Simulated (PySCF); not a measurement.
SMILES N[Si](Cl)(Br)Br, CAM-B3LYP/def2-SVP optimised geometry.

```
7

N      0.92    -0.64     0.00
Si    -0.77    -0.64     0.00
Cl    -1.41    -1.63    -1.68
Br    -1.45     1.47     0.00
Br    -1.71    -1.64     1.75
H      1.45    -1.47    -0.25
H      1.45     0.03     0.55
```

Density from CAM-B3LYP/def2-TZVP run with PySCF at that geometry.

Minimum of the electron density along straight lines between bonded atoms, close to the bond critical point (lines longer than 1.1 times the sum of covalent radii, or with two minima, are not listed):

```tsv
bond	length / Å	ρ at the minimum / e bohr⁻³	∇²ρ there / e bohr⁻⁵	position (fraction from the first atom)
N1–Si2	1.693	0.144	0.61	0.60
Si2–Cl3	2.050	0.104	0.20	0.36
Si2–Br4	2.209	0.095	0.06	0.35
Si2–Br5	2.224	0.093	0.04	0.35
N1–H6	1.014	0.329	-1.64	0.74
N1–H7	1.014	0.330	-1.65	0.74
```
